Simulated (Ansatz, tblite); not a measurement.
Adding an electron: the cluster Li5Al⁺. Total charge 1; doublet. Geometry: r2SCAN-D4/def2-TZVP. Ansatz, gas phase; energy differences of separate SCF runs; the reduced species is a singlet (the triplet lies 0.52 eV higher at PBE0-D4/def2-TZVP).

```xyz
6

Li   -1.694   -1.314    1.376
Li   -0.601   -1.383   -2.055
Li    1.222    1.725   -1.633
Li    0.073    1.795    1.976
Li    1.430   -1.223    0.482
Al   -0.431    0.399   -0.146
```

The xTB rows come from tblite. The structure comes from a short search, and lower isomers may exist.

Task: Estimate orbital energies and vertical electron affinities at: GFN1-xTB; PBE-D4/def2-TZVP; r2SCAN-D4/def2-TZVP; PBE0-D4/def2-TZVP.

Result: 
```
              level  −HOMO (eV)  −LUMO (eV)  vertical EA (eV)  HOMO–LUMO gap (eV)
           GFN1-xTB           –           –             12.13                   –
   PBE-D4/def2-TZVP        6.80        6.02              4.33                0.78
r2SCAN-D4/def2-TZVP        6.80        5.61              4.14                1.19
  PBE0-D4/def2-TZVP        7.39        5.31              4.21                2.08
```

  HOMO and LUMO are the levels of the spin that leaves or enters (xTB has no such levels and no spin-polarisation term). Other spin states of the ions may lie lower, which would lower the ionisation energy or raise the affinity. Raw xTB energy differences between charge states are shifted by several eV; the methods need an empirical correction for them.
